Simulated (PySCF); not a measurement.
First SCF of a structure search on doublet HWO, at a hand-made bent geometry. PySCF input:

```python
from pyscf import gto, scf, dft
mol = gto.M(atom='''
W      0.000000     0.000000     0.000000
O     -1.449900     0.000000     1.015200
H      1.384400     0.000000     0.969300''',
    basis={'W': 'def2-TZVP', 'O': 'def2-TZVP', 'H': 'def2-TZVP'},
    ecp={'W': 'def2-TZVP'},
    charge=0, spin=1)
mf = dft.UKS(mol, xc='PBE0')
mf.grids.atom_grid = (50, 194)
aux = {'W': 'def2-universal-JKFIT', 'O': 'def2-universal-JKFIT', 'H': 'def2-universal-JKFIT'}
mf = mf.density_fit(auxbasis=aux)
mf.conv_tol = 1e-08
mf.diis_space = 10
mf.max_cycle = 60
mf.init_guess = 'minao'
mf.verbose = 4
mf.kernel()
```

Excerpt of the output (cycles alone); where DIIS stalls, ADIIS, DIIS with a small level shift and a second-order solver take over in turn:

```
init E= -123.862460807988
cycle= 1 E= -142.438675912564  delta_E= -18.6  |g|= 0.855  |ddm|= 5.03
cycle= 2 E= -136.040972078329  delta_E=  6.4  |g|= 3.18  |ddm|= 2.11
cycle= 3 E= -142.723043792052  delta_E= -6.68  |g|= 0.226  |ddm|= 1.88
cycle= 4 E= -142.747620418834  delta_E= -0.0246  |g|= 0.115  |ddm|= 0.287
cycle= 5 E= -142.754055631119  delta_E= -0.00644  |g|= 0.0236  |ddm|= 0.127
cycle= 6 E= -142.754623815766  delta_E= -0.000568  |g|= 0.00849  |ddm|= 0.0377
cycle= 7 E= -142.754957398204  delta_E= -0.000334  |g|= 0.00832  |ddm|= 0.0368
cycle= 8 E= -142.755387996484  delta_E= -0.000431  |g|= 0.00549  |ddm|= 0.0483
cycle= 9 E= -142.755643342849  delta_E= -0.000255  |g|= 0.00526  |ddm|= 0.029
cycle= 10 E= -142.755812423148  delta_E= -0.000169  |g|= 0.00549  |ddm|= 0.018
cycle= 11 E= -142.755352142999  delta_E= 0.00046  |g|= 0.00539  |ddm|= 0.0496
cycle= 12 E= -142.753393555358  delta_E= 0.00196  |g|= 0.0231  |ddm|= 0.293
cycle= 13 E= -142.752982075766  delta_E= 0.000411  |g|= 0.0335  |ddm|= 0.0448
... 38 lines left out ...
cycle= 52 E= -142.753569137369  delta_E= -5.52e-05  |g|= 0.0032  |ddm|= 0.0183
cycle= 53 E= -142.753570569629  delta_E= -1.43e-06  |g|= 0.00319  |ddm|= 0.000605
cycle= 54 E= -142.753804208128  delta_E= -0.000234  |g|= 0.00426  |ddm|= 0.0728
cycle= 55 E= -142.753466766366  delta_E= 0.000337  |g|= 0.00446  |ddm|= 0.107
cycle= 56 E= -142.753292960682  delta_E= 0.000174  |g|= 0.00548  |ddm|= 0.0508
cycle= 57 E= -142.753081261062  delta_E= 0.000212  |g|= 0.00737  |ddm|= 0.0478
cycle= 58 E= -142.753244113962  delta_E= -0.000163  |g|= 0.00592  |ddm|= 0.0356
cycle= 59 E= -142.753375136368  delta_E= -0.000131  |g|= 0.00493  |ddm|= 0.035
cycle= 60 E= -142.753344654622  delta_E= 3.05e-05  |g|= 0.0048  |ddm|= 0.00971
SCF not converged.
init E= -123.862460807988
cycle= 1 E= -142.438675912564  delta_E= -18.6  |g|= 0.855  |ddm|= 5.03
cycle= 2 E= -136.040972078329  delta_E=  6.4  |g|= 3.18  |ddm|= 2.11
cycle= 3 E= -141.873057462931  delta_E= -5.83  |g|= 1.52  |ddm|= 1.32
cycle= 4 E= -142.741064423274  delta_E= -0.868  |g|= 0.181  |ddm|= 0.555
cycle= 5 E= -142.67272134137  delta_E= 0.0683  |g|= 0.459  |ddm|= 0.277
cycle= 6 E= -142.748450700059  delta_E= -0.0757  |g|= 0.123  |ddm|= 0.16
cycle= 7 E= -142.751524479317  delta_E= -0.00307  |g|= 0.0862  |ddm|= 0.103
cycle= 8 E= -142.753611468342  delta_E= -0.00209  |g|= 0.0546  |ddm|= 0.0758
cycle= 9 E= -142.75466248695  delta_E= -0.00105  |g|= 0.031  |ddm|= 0.0535
cycle= 10 E= -142.754923059718  delta_E= -0.000261  |g|= 0.0319  |ddm|= 0.0446
cycle= 11 E= -142.755159695173  delta_E= -0.000237  |g|= 0.0298  |ddm|= 0.0347
cycle= 12 E= -142.755499628174  delta_E= -0.00034  |g|= 0.024  |ddm|= 0.0327
cycle= 13 E= -142.755571119392  delta_E= -7.15e-05  |g|= 0.0305  |ddm|= 0.0336
cycle= 14 E= -142.755905559767  delta_E= -0.000334  |g|= 0.0238  |ddm|= 0.0314
cycle= 15 E= -142.756052316504  delta_E= -0.000147  |g|= 0.027  |ddm|= 0.0324
cycle= 16 E= -142.756220432127  delta_E= -0.000168  |g|= 0.0285  |ddm|= 0.0328
cycle= 17 E= -142.756529120354  delta_E= -0.000309  |g|= 0.0215  |ddm|= 0.0296
cycle= 18 E= -142.756548630308  delta_E= -1.95e-05  |g|= 0.0306  |ddm|= 0.0328
cycle= 19 E= -142.756894661374  delta_E= -0.000346  |g|= 0.0186  |ddm|= 0.0264
cycle= 20 E= -142.75695478373  delta_E= -6.01e-05  |g|= 0.0252  |ddm|= 0.0293
SCF not converged.
init E= -142.75695478373
cycle= 1 E= -142.755438865162  delta_E= 0.00152  |g|= 0.0703  |ddm|= 0.0444
cycle= 2 E= -142.744522432553  delta_E= 0.0109  |g|= 0.186  |ddm|= 0.116
cycle= 3 E= -142.756867803822  delta_E= -0.0123  |g|= 0.0353  |ddm|= 0.0678
cycle= 4 E= -142.757431737725  delta_E= -0.000564  |g|= 0.00656  |ddm|= 0.0161
cycle= 5 E= -142.757516663446  delta_E= -8.49e-05  |g|= 0.00319  |ddm|= 0.0124
cycle= 6 E= -142.757623616735  delta_E= -0.000107  |g|= 0.00288  |ddm|= 0.0225
cycle= 7 E= -142.757674692611  delta_E= -5.11e-05  |g|= 0.00214  |ddm|= 0.0134
cycle= 8 E= -142.757731359523  delta_E= -5.67e-05  |g|= 0.00169  |ddm|= 0.0225
cycle= 9 E= -142.757746873113  delta_E= -1.55e-05  |g|= 0.0014  |ddm|= 0.011
cycle= 10 E= -142.757751928306  delta_E= -5.06e-06  |g|= 0.000985  |ddm|= 0.00642
cycle= 11 E= -142.757753257811  delta_E= -1.33e-06  |g|= 0.000504  |ddm|= 0.00277
cycle= 12 E= -142.757753658534  delta_E= -4.01e-07  |g|= 0.000199  |ddm|= 0.00167
cycle= 13 E= -142.757753741318  delta_E= -8.28e-08  |g|= 8.48e-05  |ddm|= 0.000733
cycle= 14 E= -142.757753759488  delta_E= -1.82e-08  |g|= 4.16e-05  |ddm|= 0.000313
cycle= 15 E= -142.757753764161  delta_E= -4.67e-09  |g|= 2e-05  |ddm|= 0.000197
Extra cycle  E= -142.757753763786  delta_E= 3.74e-10  |g|= 5.07e-05  |ddm|= 5.62e-05
converged SCF energy = -142.757753763786  <S^2> = 1.1472573  2S+1 = 2.3641128
```

This is not the lowest solution: another start and a stability analysis within the same unrestricted form found one 38.8 kJ/mol lower, at -142.77254 Eh.

With open d or f shells other occupations or spin states may lie lower. No spin–orbit coupling is included, which matters more the heavier the element.

The search for the lowest solution, 3 starts and the stability check together, took 13 s on 2 threads of a shared Arm Neoverse V2 host, with 77 basis functions; the process peaked at 0.38 GiB. Launch command: `OMP_NUM_THREADS=2 python axn.py task.json out`.
